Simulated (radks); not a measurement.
The numbers below are computed, except where a source is named.
Question: Ionisation of neutral osmium, [Xe] 4f14 5d6 6s2, to [Xe] 4f14 5d6 6s1 as the strength of local exchange is varied. Code: a radial shooting solver on a logarithmic mesh with Libxc functionals. Model: scalar-relativistic Kohn-Sham, Slater X-alpha exchange (alpha = 2/3 is LDA exchange), no correlation, spin-polarised, spherical densities, finite nucleus; open shells are filled with parallel spins first (spin-orbit coupling, left out, can overturn this in heavy ions); Fermi nuclear charge, rms radius 5.4126 fm.

alpha  E(Os) (hartree)  exchange (hartree)  IE (eV)  -e of the level emptied (eV)  <r> of it (bohr)
0.577      -17189.8569           -276.6059    6.922                    4.000 (6s)             3.246
0.667      -17233.2849           -320.6212    7.351                    4.445 (6s)             3.192
0.836      -17315.1518           -403.9024    8.214                    5.356 (6s)             3.089
1.034      -17411.5948           -502.5172    9.315                    6.540 (6s)             2.972
?          -17301.5593           -390.0476    8.066                    5.198 (6s)             3.106

Which alpha was used in the last row?

Answer: alpha = 0.808. NIST Atomic Spectra Database: 8.438 eV (measured). The Delta-SCF value meets it near alpha = 0.88. Open shells are spherical and high-spin; term and fine-structure splittings are not resolved. Spin-orbit splitting is averaged out at the scalar-relativistic level.
